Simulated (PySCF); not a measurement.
Species: C₉H₁₂P (charge -1).
Atom-mapped SMILES: `[CH2:1]=[CH:2][c:3]1[p-:4][c:5]([CH2:6][CH3:7])[cH:8][c:9]1[CH3:10]`

Structure used (GFN2-xTB), in Å, numbered top down from 1:
```xyz
22
C9H12P angstrom
C      3.505   -1.359    0.015
C      2.761   -0.260   -0.143
C      1.352   -0.145    0.079
P      0.304   -1.475    0.607
C     -1.072   -0.401    0.580
C     -2.475   -0.826    0.899
C     -3.266   -1.142   -0.372
C     -0.728    0.885    0.184
C      0.626    1.043   -0.095
C      1.225    2.350   -0.531
H      3.056   -2.282    0.341
H      4.569   -1.371   -0.176
H      3.258    0.651   -0.472
H     -2.453   -1.718    1.532
H     -2.990   -0.030    1.451
H     -4.287   -1.454   -0.140
H     -2.770   -1.942   -0.918
H     -3.306   -0.266   -1.017
H     -1.452    1.690    0.112
H      1.681    2.267   -1.522
H      0.453    3.118   -0.577
H      1.998    2.688    0.164
```

Probes without a nucleus sit at each ring's centroid and 1 Å off its mean plane on both sides; NICS is minus the shielding there, NICSzz its component along the normal. Level: GIAO PBE0/pcSseg-1 (PySCF, non-relativistic, gas phase) on the GFN2-xTB geometry, one conformer.

Ring bond lengths (Å), with Mayer bond orders in brackets: C3–P4 1.773 (1.17), P4–C5 1.746 (1.29), C5–C8 1.389 (1.39), C8–C9 1.391 (1.40), C9–C3 1.403 (1.42).

Question: Give the NICS values of each ring in ppm.

Answer: 
```
          ring                                               type  NICS(0)  NICS(1), two faces  NICS(1)zz, two faces  rms pucker (Å)  centre to ring atoms, mean (Å)
C3–P4–C5–C8–C9  5-membered ring with P; formal bonds all aromatic     -8.9         -8.6 / -8.8         -19.6 / -20.9            0.00                            1.30
```

Question: What can be read from them?

Answer: 
- C3–P4–C5–C8–C9: mean NICS(1)zz -20.3 ppm, shielded.

Question: How equal are the bonds by HOMA? HOMA takes Krygowski's 1993 parameters.

Answer: 
- C3–P4–C5–C8–C9: HOMA 0.80; the largest term is that of C3–P4, α(R − Ropt)² = 0.67.

Question: Give the inner angles of the rings and the Hirshfeld charges of the ring atoms.

Answer: 
- C3–P4–C5–C8–C9: C3 111.5° (-0.129 e), P4 90.0° (-0.166 e), C5 112.2° (-0.106 e), C8 113.8° (-0.140 e), C9 112.5° (-0.055 e); sum 540.0° against 540° for a flat convex ring.

The run took 63 s wall on an Arm Neoverse V1 with one thread, no GPU (shared host). This is the whole shielding run at PBE0/pcSseg-1, SCF included.
